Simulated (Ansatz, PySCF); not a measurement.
Species: dihydroxy(dimethyl)silane, C2H8O2Si, charge 0, multiplicity 1. SMILES: C[Si](O)(C)O
Coordinates optimised at B3LYP-D3(BJ)/def2-TZVP (Ansatz, a quantum-chemistry and plane-wave program):
```
Si
O 1 1.6566
H 2 0.9605 1 117.63
O 1 1.6566 2 111.01 3 -60.32
H 4 0.9605 1 117.63 2 -60.32
C 1 1.8606 2 104.48 3 178.99
H 6 1.0918 1 110.94 2 178.70
H 6 1.0919 7 108.18 1 -121.82
H 6 1.0924 7 108.10 8 -116.17
C 1 1.8606 2 111.82 3 55.93
H 10 1.0918 1 110.94 2 58.55
H 10 1.0919 11 108.18 1 -121.82
H 10 1.0924 11 108.10 12 -116.17
```
Charge 0, spin multiplicity 1.

Property: vertical ionisation energy (to the doublet state of charge +1; each state is the SCF solution reached for its spin), in eV. Cores are frozen in the correlated levels unless marked. UHF or UKS for open shells. Spin-orbit coupling is left out. Non-relativistic. 

| level | program | vertical ionisation energy (eV) |
|---|---|---|
| HF/aug-cc-pV(T+d)Z | Ansatz | 10.19 |
| PBE/def2-TZVPD | Ansatz | 9.78 |
| CAM-B3LYP/def2-TZVPD | Ansatz | 10.53 |
| wB97M-V/def2-TZVPD | Ansatz | 10.54 |
| B2PLYP/def2-TZVPD | Ansatz | 10.44 |
| CCSD/aug-cc-pV(D+d)Z | Ansatz | 10.70 |

For comparison, minus the highest occupied orbital energy (PySCF): 11.65 eV at HF/def2-TZVPD, 9.56 eV at M06-2X/def2-TZVPD, 7.51 eV at TPSSh/def2-TZVPD.
